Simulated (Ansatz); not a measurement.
F$_{3}$Sb, singlet, geometry from GFN2-xTB (core potentials on Sb).

The Ansatz (a quantum-chemistry and plane-wave program) input:
Ansatz 0.2 input:
```yaml
crystal:
  periodic: [false, false, false]
  atoms:
    - {symbol: Sb, position_ang: [0.00179571, -0.00268353, 0.40263206]}
    - {symbol: F, position_ang: [-1.26106459, -0.92708194, -0.76113086]}
    - {symbol: F, position_ang: [-0.18179938, 1.56028347, -0.74936608]}
    - {symbol: F, position_ang: [1.43268829, -0.61799484, -0.77108473]}
basis:
  gaussian:
    orbitals: def2-SVP
hamiltonian:
  xc: pbe
accuracy: high
```

Problem. What does this run give for the total energy, number of basis functions?

Solution. 
| Quantity | Value |
|---|---|
| total energy | -539.331454 Ha |
| number of basis functions | 68 |
